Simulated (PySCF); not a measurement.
An unknown shows these calculated signals:

¹H NMR (300 MHz, computed): δ 4.39 (m, 1H), 4.17 (m, 2H), 4.17 (m, 2H), 1.29 (m, 1H), 0.67 (ddt, J = 11.9, 6.6, 6.3 Hz, 1H), 0.18 (m, 1H).

¹³C{¹H} NMR (computed): δ 73.5 (CH, d, J = 293.6 Hz), 68.2 (CH2), 12.5 (CH2, d, J = 7.9 Hz), 3.4 (CH, d, J = 12.1 Hz).

[PySCF 2.14: shieldings: GIAO PBE0/pcSseg-1; J: B3LYP/pcJ-1 (spin–dipole term only in couplings to heteroatoms); coordinates at the PBE0-D3(BJ)/def2-SVP level; one computed conformer; equivalent nuclei averaged; no relativistic terms; no solvent model]

Shifts are taken against calculated references (same method and geometry level): ¹H, ¹³C vs TMS.

Q: Which of these does the molecule contain: a three-membered ring, a non-aromatic C=C double bond, a carboxylic acid, an ester?

A: 
- A three-membered ring: yes.
- A non-aromatic C=C double bond: no.
- A carboxylic acid: no.
- An ester: no.

The data belong to SMILES F[C@@H]1C[C@@H]1B1OCCO1, C$_{5}$H$_{8}$BFO$_{2}$; they needn't prove each group on their own.

Carbon signals by region: 2 at 50–100 ppm, 2 below 50 ppm.

A carbon bonded to boron is broadened by the quadrupolar boron nucleus and is often missing from a measured spectrum. C–F couplings over four or more bonds (about 3 Hz to the para carbon of a fluoroarene) are left out. Common functionals overestimate the size of one-bond C–F couplings by tens of Hz; these are unscaled. Splittings below 1 Hz are ignored in the labels, and close J values are merged. Couplings among chemically equivalent protons are left out too, so labels in AA′BB′ or AA′XX′ sets are apparent multiplicities. Unscaled 3J(H,H) at this level run about 10 % above measured values. Shifts are as computed. Against solution values, carbons near 30 ppm lie about +2 ppm off and those near 130 ppm about +5 ppm. Of 1313 compounds with measured shifts, 239 miss one by over three times the rms of a fit or turn the order of signals round; such compounds aren't used in these exercises. Only one conformer was computed, so three-bond couplings in flexible chains and rings are approximate.
